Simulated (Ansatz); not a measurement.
The same path of H₆NSbSi (9 atoms, charge 0, multiplicity 1) was run twice with different band settings. The coordinate that changes most is the height of N1 over the plane of its neighbours.

These are results of RKS B3LYP/def2-SVPD in Ansatz, not measurements.

Relaxed end points:

```xyz
9
Properties=species:S:1:pos:R:3
N -0.654 0.722 -1.369
Si 0.252 0.629 0.115
Sb -0.518 -1.443 1.520
H -0.641 0.009 -2.086
H -1.117 1.568 -1.669
H -0.065 1.877 0.867
H 1.732 0.569 -0.099
H 0.125 -2.503 0.319
H 0.974 -1.474 2.385
```

```xyz
9
Properties=species:S:1:pos:R:3
N -0.567 0.884 -1.431
Si 0.287 0.607 0.066
Sb -0.581 -1.437 1.476
H -0.394 0.304 -2.244
H -1.510 1.254 -1.439
H 0.108 1.822 0.913
H 1.726 0.426 -0.274
H 0.213 -2.545 0.418
H 0.807 -1.361 2.497
```

Common settings: climbing image yes; spring 5.0 eV/Å²; optimiser quadratic models (default); start path through a guess of the saddle point; force threshold 0.03 eV/Å; iteration limit 60; end points relaxed.

| run | movable images |
| --- | --- |
| 1 | 5 |
| 2 | 2 |

(1) What does each run give, and how far can it be trusted?

## Answers

(1) Run 1: converged after 19 iterations, highest image 0.000 eV above the first end. The highest image is an end point: on this band no image between the ends rises above it.
Run 2: converged after 13 iterations, highest image 0.000 eV above the first end. The highest image is an end point: on this band no image between the ends rises above it. So few images can step over the top or miss a turn of the path.
